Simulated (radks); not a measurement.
Values are calculated unless marked as measured or tabulated.
Question: These are the eigenvalues of the occupied orbitals of an atom or ion with whole-number occupations (eV). Code: a radial shooting solver on a logarithmic mesh with Libxc functionals. Model: scalar-relativistic Kohn-Sham, BLYP, spin-unpolarised, spherical densities, finite nucleus; Fermi nuclear charge, rms radius of each element as measured or else 0.836 A^(1/3) + 0.57 fm.

orbital  eigenvalue
1s        -35832.10
2s        -5646.047
2p        -5068.522
3s        -1197.143
3p        -1011.281
3d        -738.2849
4s        -249.6668
4p        -190.1946
4d        -103.5820
5s         -53.8581
5p         -39.3756

Which element is it, and in what charge state? The configuration may be excited.

Answer: Z = 55, caesium, charge +3: Cs3+ in [Kr] 4d10 5s2 5p4. The list shows which subshells hold electrons but not how many an open one holds; the 1s level, -1316.8 hartree, gives Z - s = 51.3 by -(Z - s)^2/2, which with screening and relativity narrows Z to a few neighbours, and the depths of the outer levels then fix element, charge and occupations together.
